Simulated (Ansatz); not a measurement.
Z-matrix (Å, degrees):
```
C
O 1 1.440
N 1 1.414 2 113.7
H 1 1.094 2 108.5 3 -122.5
H 1 1.092 2 106.0 3 120.1
B 2 1.339 1 121.9 3 118.5
H 3 1.011 1 112.2 2 -63.4
H 3 1.011 1 112.0 2 59.4
H 6 1.205 2 120.2 1 0.1
H 6 1.197 2 117.4 1 -179.6
```

Charge 0, multiplicity 1.

(1) List the B3LYP/def2-TZVPP orbital energies in eV (Ansatz 0.2.0). (Estimate.)

## Answers

(1) The calculation gave: Occupied: -521.14, -389.53, -279.09, -183.93, -28.52, -24.50, -18.47, -15.15, -14.33, -13.15, -12.29, -11.55, -10.06, -9.40, -8.46, -7.50. Lowest empty: -0.61, 0.70, 1.73, 1.92, 2.29, 2.45, 3.12, 3.37.

B3LYP here is the variant with VWN-RPA as its local correlation; programs differ in this.
